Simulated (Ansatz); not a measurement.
Reaction (substitution at a C–Sn bond): `F[CH2][SnH2][SiH3]` + `C=CCO` → `C=CCOCF` + `[SiH3][SnH3]`

Program: Ansatz. Geometries: PBE0-D4/def2-TZVP. ΔE: electronic, gas phase. CBS: MP2 limit from def2 TZ/QZ plus the TZ coupled-cluster correction, frozen cores. Functionals use def2-TZVPP. B3LYP here is the variant with VWN-RPA as its local correlation; programs differ in this. def2 core potentials past Kr. For Sn outer-core shells are correlated without core-valence functions, which leaves a few kJ/mol of doubt a bond. Each species was taken in one conformer, which may not be the lowest.

Question: Is it downhill or uphill in electronic energy at CCSD(T)/CBS, and by how much? (An estimate is asked.)

Answer: Computed: Nearly level: ΔE = +2.8 kJ/mol.

Question: What do these levels give: PBE-D4, r2SCAN-D4, ωB97X-V, B2PLYP, PBE, PBE0, B3LYP, HF/def2-QZVPP, MP2/def2-QZVPP, HF/CBS(def2), MP2/CBS(def2), CCSD/CBS(def2)? (An estimate is asked.)

Answer: The calculation gave: PBE-D4 -1.0, r2SCAN-D4 -6.9, ωB97X-V -9.5, B2PLYP -4.6, PBE -1.7, PBE0 -5.3, B3LYP -5.0, HF/def2-QZVPP -19.9, MP2/def2-QZVPP 4.7, HF/CBS(def2) -19.8, MP2/CBS(def2) 8.0, CCSD/CBS(def2) 1.7 kJ/mol.

Largest T1 diagnostic among the species: 0.013.

From PBE to PBE0 (25 % exact exchange), in def2-TZVPP and without D4, ΔE moves by −3.6 kJ/mol. In def2-TZVPP, CCSD(T) changes the Hartree–Fock value by +14.9 kJ/mol (the triples alone add +1.1 kJ/mol) and MP2 by +20.2 kJ/mol.
